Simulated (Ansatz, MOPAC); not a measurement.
Molecule: BeHCl (charge 0, singlet). SMILES: [Cl][BeH]

Atoms: Be1, H2, Cl3. Bonds: Be1-H2, Be1-Cl3.

Bond lengths (Å) and angles (degrees) optimised at PM6 with MOPAC; PM7 with MOPAC; HF/3-21G with Ansatz (a quantum-chemistry and plane-wave program), each started from the B3LYP-D3(BJ)/def2-TZVP structure (Ansatz) of the last column. A row stands for all coordinates that are equal there.

| coordinate | PM6 | PM7 | HF/3-21G | B3LYP-D3(BJ)/def2-TZVP |
|---|---|---|---|---|
| Be1-H2 | 1.318 | 1.285 | 1.325 | 1.323 |
| Be1-Cl3 | 1.824 | 1.829 | 1.849 | 1.806 |
| H2-Be1-Cl3 | 180.0 | 180.0 | 180.0 | 180.0 |

Mean signed difference of all 2 bond lengths from B3LYP-D3(BJ)/def2-TZVP: PM6 0.007 Å, PM7 -0.007 Å, HF/3-21G 0.023 Å.
